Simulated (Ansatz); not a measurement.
Job for Ansatz (a program for electronic structure): R-SVWN5/def2-TZVPP on Au2, 2S+1 = 1, a spin state set in the input, which need not be the lowest, a point of a bond scan (R = 2.526 Å). Elements past Kr take the def2 small-core potentials; no spin–orbit coupling.

Ansatz 0.2 input:
```yaml
crystal:
  periodic: [false, false, false]
  atoms:
    - {symbol: Au, position_ang: [0.00000000, 0.00000000, 0.00000000]}
    - {symbol: Au, position_ang: [0.00000000, 0.00000000, 2.52603100]}
basis:
  gaussian:
    orbitals: def2-TZVPP
    pivot_positions_ang: [[0.00000000, 0.00000000, 0.00000000], [0.00000000, 0.00000000, 2.52603100]]
hamiltonian:
  xc: {name: SVWN5}
output: {forces: true, orbitals: {seedname: ./end}}
```

The head of its log:

```
WARN ansatz: RAYON_NUM_THREADS=1 ignored (pool sized by the plan → 1); use --threads N
Functional definition: SVWN5
integrals: 0.03 GiB planned
746 factors; their error is unknown
mean field: 0.29 GiB planned
mean field evaluation 1: about -7376.0344 eV, gradient 2.6e1 eV
mean field evaluation 2: about -7370.8990 eV, gradient 6.1e1 eV
```

Q: What total energy does the run end on?

A: -271.1098 hartree.
